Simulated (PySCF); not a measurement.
# Correlation energy of V²⁺ (vanadium, charge +2)

[Ar] 3d2 4s1, high-spin 4F determinant (an excited configuration). Computed with PySCF 2.14 in def2-QZVPPD (11s6p5d3f2g, 93 functions), with no relativity, point nucleus. Frozen: [Ne]; 11 electrons correlated.

```
  level  correlation energy (mhartree)
   CCSD                        -310.84
    (T)                          -6.86
CCSD(T)                        -317.70
```

Diagnostics: T1 = 0.0069, D1 = 0.0270, largest double amplitude 0.028.

Cost of the coupled-cluster step: of the order of 40 core-seconds, for 11 correlated electrons.

This basis was not built for core-valence correlation, so the inner-shell part is incomplete.
